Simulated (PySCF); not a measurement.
**Correlation energy of Pr²⁺ (praseodymium, charge +2)**

[Xe] 4f2 5d1, one real determinant (an excited configuration). Computed with PySCF 2.14 in cc-pVDZ-X2C (8s7p5d3f1g, 84 functions), with scalar relativity by spin-free X2C-1e. Frozen: [Kr] 4d10; 11 electrons correlated.

```tsv
level	correlation energy (mhartree)
CCSD	-255.53
(T)	-8.46
CCSD(T)	-263.99
```

Diagnostics: T1 = 0.0084, D1 = 0.0260, largest double amplitude 0.077.

Task: Is a single reference adequate?

Result: Mostly. T1 lies below 0.03, but a double amplitude of this size points to a near-degeneracy that CCSD handles and MP2 describes poorly.

The reference is one real determinant that mixes LS terms of this configuration.
